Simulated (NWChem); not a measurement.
Molecule: silene (CH4Si); SMILES [SiH2]=C

```xyz
6

C      0.0000     0.0000     1.1520
Si     0.0000     0.0000    -0.5466
H      0.0000     0.9176     1.7287
H      0.0000    -0.9176     1.7287
H      0.0000    -1.2448    -1.3446
H      0.0000     1.2448    -1.3446
```
Atoms are numbered in this order, from 1.

All runs: NWChem. Geometry optimised at PBE0-D3(BJ)/def2-TZVP; all other runs use it. 

```tsv
quantity	level	value
first 1s excitation (eV), Si K edge, unshifted	PBE/def2-TZVP, TDA	1777.6
−ε(HOMO) (eV)	PBE/def2-SVP	…
solvation free energy (kcal/mol) in tetrahydrofuran	PBE0/def2-SVP, SMD	-0.7
highest occupied level (eV)	B3LYP/def2-SVP	…
dipole (D)	PBE0-D3(BJ)/def2-TZVP	0.75
highest harmonic frequency (cm⁻¹)	PBE0-D3(BJ)/def2-TZVP	…
```

Q: Fill in the missing entries.

A: 
- −ε(HOMO) (eV), value: 5.59
- highest occupied level (eV), value: -6.32
- highest harmonic frequency (cm⁻¹), value: 3260
